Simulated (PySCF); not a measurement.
# Zinc: a sound run and one with changed settings

Sound run: Zn [Ar] 3d10 4s2, Zn+ [Ar] 3d10 4s1. All numbers are calculated (PySCF 2.14, scalar relativity through the core potential, in cc-pVDZ-PP with ECP10MDF). The sound run starts from symmetry-adapted Hartree-Fock orbitals and uses a fine grid where one is needed.

Changed run: basis STO-3G, all-electron and non-relativistic. This setting is unsound on purpose.

```csv
species,method,sound run (hartree),changed run (hartree),converged
Zn,UHF,-225.95099,-1756.53408,yes
Zn,r2SCAN,-226.98233,-1757.77672,yes
Zn,BP86,-227.22522,-1757.86994,yes
Zn+,UHF,-225.66168,-1756.39912,yes
Zn+,r2SCAN,-226.63550,-1757.59623,yes
Zn+,BP86,-226.86545,-1757.67557,yes
```

Ionisation energy of Zn:

| method | sound run (eV) | changed run (eV) |
| --- | --- | --- |
| UHF | 7.873 | 3.673 |
| r2SCAN | 9.438 | 4.911 |
| BP86 | 9.790 | 5.289 |

A minimal basis cannot let orbitals breathe on ionisation and holds almost no correlation. The Hamiltonian changed with the basis, so the totals do not compare.

For comparison, NIST gives 9.394 eV between the lowest levels.
